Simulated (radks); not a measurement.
Q: The mean radii <r> (bohr) of the occupied orbitals of an atom or ion are listed with their occupations. Calculated with a radial shooting solver on a logarithmic mesh with Libxc functionals: non-relativistic Kohn-Sham, LB94 model potential, spin-polarised, spherical densities, point nucleus.

orbital  occ.      <r>
1s up       1  0.02296
1s down     1  0.02296
2s down     1  0.09751
2s up       1  0.09751
2p up       3  0.08260
2p down     3  0.08261
3s up       1   0.2508
3s down     1   0.2506
3p up       3   0.2405
3p down     3   0.2403
3d up       5   0.2127
3d down     5   0.2126
4s up       1   0.5645
4s down     1   0.5653
4p up       3   0.5758
4p down     3   0.5768
4d up       5   0.6026
4d down     5   0.6039
5s up       1    1.226
5s down     1    1.230
4f up       7   0.6900
4f down     1   0.6934
5p up       1    1.304

Name the element and its charge. Open shells, if any, are filled with parallel spins first.

A: Z = 66, dysprosium, charge +9: Dy9+ in [Kr] 4d10 4f8 5s2 5p1. The 1s radius gives Z: for a bare nucleus <r> = 1.5/Z, 0.02273 bohr for Z = 66, and screening makes it slightly larger (0.02296 here). The occupations add up to 57, and the charge is Z minus that.
